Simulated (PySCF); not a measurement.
C2H5AlF2, SMILES C[CH2][Al]([F])[F].

The structure is a stationary point at B3LYP-D3(BJ)/def2-SVP. The structure was generated by enumeration; whether it is a known compound was not checked. One conformer was computed; it need not be the lowest.

Computed with B3LYP-D3(BJ)/def2-SVP run with PySCF.

Frequencies are harmonic and unscaled.

Computed harmonic wavenumbers and intensities:
```csv
mode,ν (cm⁻¹),IR (km/mol),moving atoms (share of kinetic energy)
1,25,0.5,"H 44 %, C 33 %, F 22 %"
2,101,2.1,"F 47 %, C 28 %, H 16 %, Al 9 %"
3,172,14.2,"H 59 %, Al 22 %, F 15 %"
4,237,33.3,"F 68 %, C 18 %, Al 9 %"
5,271,32.0,"H 46 %, Al 38 %, F 10 %"
6,308,18.3,"C 38 %, F 29 %, Al 19 %, H 14 %"
7,567,4.9,"C 47 %, F 29 %, H 16 %"
8,608,57.7,"H 71 %, C 21 %"
9,832,130.8,"F 50 %, Al 43 %"
10,933,94.1,"Al 41 %, F 40 %, H 17 %"
11,933,6.3,H 91 %
12,969,28.7,"H 64 %, C 17 %, Al 11 %"
13,1035,23.0,"C 70 %, H 29 %"
14,1227,1.5,"H 61 %, C 38 %"
15,1241,3.2,"H 77 %, C 22 %"
16,1403,4.1,"H 84 %, C 16 %"
17,1425,3.6,"H 90 %, C 10 %"
18,1474,3.9,H 96 %
19,1483,6.2,H 97 %
20,3015,14.1,H 95 %
21,3025,30.5,H 97 %
22,3053,4.4,"H 91 %, C 9 %"
23,3098,22.3,"H 91 %, C 9 %"
24,3108,22.5,"H 91 %, C 9 %"
```
